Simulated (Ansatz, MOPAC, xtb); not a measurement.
Diatomic AsH+, multiplicity 2 (lowest of 2S+1 = 2, 4 at CCSD(T)/def2-TZVPP on PBE0 minima; our sources give no spin for the ground state, which may be another). No spin–orbit coupling. As is treated without relativity.

Seven points along R, fitted to fifth degree in 1/R; most abundant isotopes. Runs in def2 and cc sets follow the lowest solution found near the PBE0 minimum.

Correlated levels freeze the inner cores; with def2 sets outer-core shells near the valence are correlated too. CBS: X⁻³ extrapolation of the correlation energy, Hartree–Fock from the larger set. The state that PM6, PM7 reach isn't checked; PM7 holds dispersion and hydrogen-bond terms.

The values were computed with Ansatz (Gaussian basis) for Hartree–Fock, density functionals and correlated methods; MOPAC for PM6, PM7 (differences of heats of formation); xtb for the GFN methods.  The GFN methods have no spin term and hold the electronic entropy of 300 K.

```tsv
level	r_e (Å)	ω_e (cm⁻¹)	ω_e x_e (cm⁻¹)
PM6	1.510	2238	20
PM7	1.517	1936	9.1
GFN2-xTB	1.508	1943	51
B3LYP/def2-TZVPP	1.538	2169	33
CAM-B3LYP/def2-TZVPP	1.529	2221	32
CCSD/def2-TZVPP	1.525	2215	34
CCSD(T)/def2-TZVPP	1.527	…	35
CCSD(T)/CBS(def2-TZVPP, def2-QZVPP)	…	…	33
```

Problem. Some entries are withheld; supply them.

Solution. 
- CCSD(T)/CBS(def2-TZVPP, def2-QZVPP), r_e (Å): 1.522
- CCSD(T)/CBS(def2-TZVPP, def2-QZVPP), ω_e (cm⁻¹): 2209
- CCSD(T)/def2-TZVPP, ω_e (cm⁻¹): 2199

Ansatz is a quantum-chemistry and plane-wave program.
